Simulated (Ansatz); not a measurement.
C3H9OTa (`[CH3][Ta]([CH3])([CH3])=[O]`), 14 atoms. Total charge 0; spin multiplicity 1. Correlated methods include outer-core shells of Ta, which these sets cover unevenly. Ta takes the def2 core potential. All runs use 4 threads of an Arm Neoverse V1 on a shared host. Correlated methods freeze the cores.

Give the basis size and wall time and peak host memory of each of these runs in Ansatz. RKS ωB97M-V/def2-QZVPP energy; RKS LC-ωPBE/def2-TZVPP energy; RKS PBE0-D4/def2-QZVPP energy; RKS HSE06 (plane-wave form)-D4/def2-TZVPP energy; RKS PBE-D4/def2-TZVPP energy and forces; RHF-CCSD(T)/def2-SVP energy; RKS PBE0-D4/def2-TZVP relaxation (37 steps); RKS ωB97M-V/def2-SVP energy; RKS PBE0-D4/def2-TZVPP energy; RHF-CCSD(T)/def2-TZVPP energy; RKS PBE0-D4/def2-TZVP frequencies; RKS PBE0-D4/def2-SVP energy. (Estimate.)

Computed: Other jobs shared the machine, so times are rough.

```csv
level,job,functions,wall time,peak host memory (GiB)
RKS PBE0-D4/def2-SVP,energy,133,1.6 s,0.65
RKS LC-ωPBE/def2-TZVPP,energy,306,3.9 s,0.65
RKS PBE-D4/def2-TZVPP,energy and forces,306,4.1 s,0.42
RKS PBE0-D4/def2-TZVPP,energy,306,4.1 s,0.82
RKS HSE06 (plane-wave form)-D4/def2-TZVPP,energy,306,4.8 s,0.88
RKS ωB97M-V/def2-SVP,energy,133,8 s,0.65
RKS PBE0-D4/def2-QZVPP,energy,579,11 s,2.2
RHF-CCSD(T)/def2-SVP,energy,133,24 s,1.1
RKS ωB97M-V/def2-QZVPP,energy,579,26 s,2.8
RKS PBE0-D4/def2-TZVP,relaxation (37 steps),218,2.5 min,0.68
RKS PBE0-D4/def2-TZVP,frequencies,218,4.1 min,0.65
RHF-CCSD(T)/def2-TZVPP,energy,306,26 min,5
```

LC-ωPBE has ω = 0.4 bohr⁻¹.
